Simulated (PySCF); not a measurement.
**Potential energy of KSr along the bond**

Set-up: basis K def2-SVP, Sr def2-SVP with ECP28; scalar-relativistic core potentials; PySCF 2.14. Energies in eV from K + Sr in their ground configurations at the same level. State: ²Σ⁺ (doublet), unpaired electrons σ ↑.

| R (Å) | r²SCANh |
| --- | --- |
| 3.883 | -0.1278 |
| 4.064 | -0.1923 |
| 4.244 | -0.2278 |
| 4.380 | -0.2404 |
| 4.515 | -0.2442 |
| 4.651 | -0.2416 |
| 4.831 | -0.2311 |
| 5.057 | -0.2111 |
| 5.328 | -0.1825 |
| 5.689 | -0.1432 |

**Question.** Put a parabola through the three lowest points of the r²SCANh curve and estimate Re, k and ωe (reduced mass 27.0 u; 1 eV/Å² = 0.16022 mdyn/Å; ωe = 1302.8·√(k/μ) cm⁻¹).

**Answer.** Through R = 4.38, 4.515, 4.651 Å the second-order coefficient is 0.174 eV/Å², so Re ≈ 4.528 Å, k ≈ 0.0559 mdyn/Å and ωe ≈ 59 cm⁻¹. A polynomial fit of higher order to the unrounded r²SCANh energies gives Re = 4.520 Å, k = 0.0556 mdyn/Å, ωe = 59.1 cm⁻¹; anharmonicity and rounding make the difference.

The higher-order fit for each curve: r²SCANh: Re = 4.520 Å, ωe = 59.1 cm⁻¹, De = 0.244 eV.

The bond is weak. Basis-set superposition, not corrected here, can be much of De in a small basis, most of all at correlated wavefunction levels. Functionals without a dispersion term scatter widely for such bonds, and LDA overbinds them. Spin–orbit coupling is left out. The state was picked by a PBE0 search and need not be the measured ground state.
